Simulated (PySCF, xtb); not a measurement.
CaF, SMILES [Ca][F], multiplicity 2.

Harmonic wavenumbers (cm⁻¹) from GFN2-xTB (xtb) at its own minimum, in rising order: 442.

**Question.** What does PBE0-D3(BJ)/def2-TZVPD in PySCF 2.14.0 give at its own minimum? (An estimate is asked for; the answer gives what the named calculation found.)

**Answer.** 588. Paired by order, the mean absolute difference is 146 cm⁻¹ and the zero-point energies are 0.6 and 0.8 kcal/mol.
